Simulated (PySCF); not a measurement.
Si(H)(Me)2(OH) (C₂H₈OSi), SMILES C[SiH](C)O.

Coordinates come from a B3LYP-D3(BJ)/def2-SVP optimisation. The values are those of a single conformer.

These are TDDFT-ωB97X/def2-SVPD (PySCF 2.14.0) values and carry that method's errors.

Vertical excitations. Gas-phase values at a fixed geometry. State labels are in the subgroup Cs.

Q: Give excitation energies, oscillator strengths and character. (An estimate is asked for; the answer gives what the named calculation found.)

A: 
```csv
state,symmetry,energy (eV),λ (nm),f,main pairs
S1,A",7.69,161,0.039,"HOMO→LUMO 72 %, HOMO→LUMO+1 12 %"
S2,A',8.45,147,0.012,"HOMO−1→LUMO 64 %, HOMO−1→LUMO+1 16 %"
S3,A",8.61,144,0.067,"HOMO→LUMO+1 67 %, HOMO→LUMO 16 %"
S4,A',9.02,137,0.057,"HOMO−1→LUMO+1 48 %, HOMO→LUMO+2 27 %, HOMO−1→LUMO 14 %"
S5,A",9.17,135,0.000,"HOMO−2→LUMO 38 %, HOMO→LUMO+4 24 %, HOMO−2→LUMO+1 9 %, HOMO→LUMO+7 6 %"
S6,A',9.25,134,0.013,"HOMO→LUMO+2 54 %, HOMO−1→LUMO+1 12 %, HOMO−1→LUMO+4 8 %"
S7,A",9.42,132,0.090,"HOMO−1→LUMO+2 61 %, HOMO−1→LUMO+6 14 %"
S8,A',9.57,130,0.194,"HOMO−3→LUMO 46 %, HOMO−1→LUMO+3 23 %, HOMO−3→LUMO+1 7 %"
S9,A",9.71,128,0.006,"HOMO→LUMO+3 67 %, HOMO−2→LUMO 12 %"
S10,A',9.95,125,0.233,"HOMO−1→LUMO+3 59 %, HOMO−3→LUMO 12 %"
T1,A",7.42,167,0,"HOMO→LUMO 66 %, HOMO→LUMO+1 14 %"
T2,A',8.17,152,0,"HOMO−1→LUMO 53 %, HOMO−1→LUMO+1 20 %"
T3,A",8.38,148,0,"HOMO→LUMO+1 59 %, HOMO→LUMO 18 %"
T4,A',8.63,144,0,"HOMO→LUMO+2 35 %, HOMO−1→LUMO+1 35 %, HOMO−1→LUMO 11 %, HOMO−1→LUMO+4 6 %"
```
Triplets are in the Tamm–Dancoff approximation, which puts them higher than full response would, so one can lie above its singlet here.
